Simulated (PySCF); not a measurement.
C2H3ClF2Si, SMILES C(/F)=C/[Si@@H](Cl)F.

Geometry: PBE-D3(BJ)/def2-SVP. The structure was generated by enumeration; whether it is a known compound was not checked. The values are those of a single conformer.

The numbers are results of PBE-D3(BJ)/def2-SVP (PySCF), not measurements.

Frequencies are harmonic and unscaled.

Q: Give all harmonic wavenumbers and intensities. (Estimate from the structure and the level; the computed values follow.)

A: 
| mode | ν (cm⁻¹) | IR (km/mol) | Raman (Å⁴/amu) | depolarisation | moving atoms (share of kinetic energy) |
|---|---|---|---|---|---|
| 1 | 20 | 1.2 | 0.8 | 0.74 | F 57 %, Cl 14 %, C 14 %, Si 9 % |
| 2 | 122 | 2.0 | 1.1 | 0.51 | F 52 %, C 17 %, Si 15 %, Cl 9 % |
| 3 | 155 | 0.8 | 3.6 | 0.72 | F 32 %, Cl 25 %, C 23 %, H 12 % |
| 4 | 216 | 11.4 | 2.6 | 0.75 | F 47 %, C 17 %, Si 15 %, Cl 12 %, H 10 % |
| 5 | 272 | 8.1 | 1.3 | 0.50 | F 35 %, Si 29 %, Cl 26 % |
| 6 | 412 | 23.8 | 3.6 | 0.75 | C 59 %, H 19 %, F 14 % |
| 7 | 524 | 59.3 | 9.3 | 0.13 | Si 33 %, Cl 33 %, C 22 %, F 8 % |
| 8 | 605 | 22.9 | 6.3 | 0.75 | C 36 %, Si 26 %, H 21 %, Cl 9 %, F 8 % |
| 9 | 740 | 143.8 | 5.2 | 0.38 | C 32 %, H 32 %, Si 27 %, F 8 % |
| 10 | 746 | 46.5 | 3.4 | 0.71 | H 70 %, C 23 % |
| 11 | 799 | 61.4 | 6.3 | 0.60 | H 69 %, C 13 %, F 12 % |
| 12 | 810 | 22.3 | 7.6 | 0.65 | H 72 %, C 15 %, F 12 % |
| 13 | 892 | 187.9 | 2.9 | 0.15 | Si 45 %, F 41 %, H 12 % |
| 14 | 926 | 4.6 | 1.7 | 0.66 | H 73 %, C 26 % |
| 15 | 1006 | 74.1 | 9.5 | 0.42 | H 62 %, F 20 %, C 17 % |
| 16 | 1206 | 64.9 | 5.1 | 0.72 | H 46 %, C 33 %, F 20 % |
| 17 | 1325 | 6.2 | 7.2 | 0.59 | H 72 %, C 27 % |
| 18 | 1647 | 211.3 | 30.8 | 0.15 | C 93 % |
| 19 | 2238 | 82.7 | 117.5 | 0.18 | H 97 % |
| 20 | 3101 | 10.7 | 113.5 | 0.43 | H 92 %, C 8 % |
| 21 | 3131 | 2.7 | 113.0 | 0.18 | H 91 %, C 9 % |
